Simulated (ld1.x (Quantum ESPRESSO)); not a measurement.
# Pseudopotential generation for cadmium (Cd): TM, LDA (PZ), scalar-relativistic.

```json
{"Element": "Cd (Z = 48)", "Generator": "ld1.x (Quantum ESPRESSO) 7.5", "Type": "norm-conserving Troullier–Martins (Kleinman–Bylander form)", "Functional": "LDA (PZ)", "Relativity": "scalar-relativistic", "Frozen core": "[Kr] 4d10", "Valence charge": "2", "Reference configuration": "5s2 5p0", "Partial waves": "5s (bound): rc 1.95 bohr; 5p (bound, empty): rc 3.50 bohr; 5d channel at 0.1 Ry: rc 3.40 bohr", "Local potential": "all-electron potential smoothed inside 2.65 bohr (lloc = -2)", "Core correction": "Bessel-smoothed model core inside 1.55 bohr"}
```

Poles of the logarithmic derivatives, all-electron (AE) and pseudo (PS). s: poles at -0.1, 3.3 (AE) and -0.1, 3.1 (PS) Ry. p: poles at 0.6, 4.2 (AE) and 0.6, 3.3 (PS) Ry. d: poles at -0.9, 1.9 (AE) and 1.4 (PS) Ry. Test radius 3.80 bohr.

- Cutoffs needed: 12 Ry and 25 Ry (the cutoffs (Ry, on a coarse ladder) from which the occupation-weighted sum of valence levels, in a spherical-Bessel basis at the reference potential, stays within 10 and 1 mRy of its value at 400 Ry)
- Ghost test: no extra level below or beside the all-electron valence levels (s, p, d, f tested) (spherical-Bessel basis up to 400 Ry, 20 bohr box)
- Largest excitation error: -228 meV (all-electron minus pseudo) for 5s0 5p1, out of 5 test configurations
